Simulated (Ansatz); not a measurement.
Reaction (substitution at a C–Si bond): `FC[SiH2]CF` + `[NH2][SnH3]` → `FC[NH][SnH3]` + `FC[SiH3]`

Program: Ansatz. Geometries: PBE0-D4/def2-TZVP. ΔE: electronic, gas phase. CCSD(T)/CBS is the MP2 limit (def2-TZVPP, def2-QZVPP) plus CCSD(T) − MP2 in def2-TZVPP, frozen cores. DFT in def2-TZVPP. B3LYP here is the variant with VWN-RPA as its local correlation; programs differ in this. def2 core potentials past Kr. For Sn outer-core shells are correlated without core-valence functions, which leaves a few kJ/mol of doubt a bond. Each species was taken in one conformer, which may not be the lowest.

| level | ΔE (kJ/mol) | difference from CCSD(T)/CBS |
| --- | --- | --- |
| PBE-D4 | 5.6 | -1.4 |
| r2SCAN-D4 | 6.1 | -0.9 |
| B3LYP-D4 | 5.0 | -2.0 |
| ωB97M-V | 7.2 | 0.2 |
| B2PLYP | 5.0 | -2.0 |
| PBE | 5.8 | -1.2 |
| r2SCAN | 6.0 | -1.0 |
| PBE0 | 6.0 | -1.0 |
| B3LYP | 5.6 | -1.4 |
| MP2/def2-TZVPP | 4.3 | -2.7 |
| SCS-MP2/def2-TZVPP | 3.5 | -3.5 |
| CCSD(T)/def2-TZVPP | 4.1 | -2.9 |
| HF/def2-QZVPP | 1.8 | -5.2 |
| SCS-MP2/def2-QZVPP | 5.3 | -1.7 |
| MP2/CBS(def2) | 7.1 | 0.1 |
| CCSD/CBS(def2) | 7.6 | 0.6 |
| CCSD(T)/CBS | 7.0 | 0 |

Largest T1 diagnostic among the species: 0.013.
